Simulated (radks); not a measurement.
Question: Species: the lutetium ion Lu+. Configuration: [Kr] 4d10 4f14 5s2 5p5.75 6s2 6p0.25 (fractional occupations, a model configuration). Calculated with a radial shooting solver on a logarithmic mesh with Libxc functionals: scalar-relativistic Kohn-Sham, PBE, spin-polarised, spherical densities, point nucleus; open shells are filled with parallel spins first (spin-orbit coupling, left out, can overturn this in heavy ions). Some entries of the table are withheld. Estimate them.

orbital  occ.  eigenvalue (hartree)  <r> (bohr)
1s up       1             -2324.665     0.01932
1s down     1             -2324.664     0.01932
2s up       1             -396.0375     0.08183
2s down     1             -396.0371     0.08183
2p up       3             -348.4232     0.07292
2p down     3             -348.4225     0.07292
3s up       1             -90.05167      0.2126
3s down     1             -90.05132      0.2126
3p up       3             -75.76578      0.2123
3p down     3             -75.76534      0.2123
3d up       5             -58.62842      0.1925
3d down     5             -58.62795      0.1925
4s up       1             -18.24124      0.4780
4s down     1             -18.24049      0.4780
4p up       3             -13.55543      0.5079
4p down     3             -13.55463      0.5079
4d up       5              -7.44654      0.5477
4d down     5              -7.44542      0.5477
5s up       1              -2.64017       1.166
5s down     1              -2.63171       1.166
5p up       3              -1.54834       1.376
5p down  2.75              -1.53962       1.377
4f up       7              -0.74750         (1)
4f down     7              -0.74459         (2)
6s up       1              -0.43185       3.208
6s down     1              -0.42443       3.204
5d up       0              -0.37859       2.282
5d down     0              -0.37103       2.282
6p up    0.25              -0.25980       4.120
6p down     0              -0.25180       4.122
7s up       0              -0.12743         (3)

Answer: 
(1) 4f up <r> (bohr): 0.7188
(2) 4f down <r> (bohr): 0.7176
(3) 7s up <r> (bohr): 7.339
